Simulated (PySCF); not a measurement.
Mg(SeH)(SiMe3) (C3H10MgSeSi), SMILES C[Si](C)(C)[Mg][SeH].

Geometry: PBE0-D3(BJ)/def2-SVP. Other conformers were not sampled.

Method: PySCF with ωB97X/def2-TZVP.

Gas-phase values at a fixed geometry.

Computed frontier levels, gap, dipole moment:
```json
{
 "highest_occupied_level": "-8.48 eV",
 "lowest_empty_level": "0.68 eV",
 "orbital_gap": "9.16 eV",
 "dipole_moment": "0.500 e·Å",
 "quadrupole, principal values (traceless, Buckingham form, about the centre of nuclear charge)": "-15.46, 4.26, 11.20 D·Å"
}
```
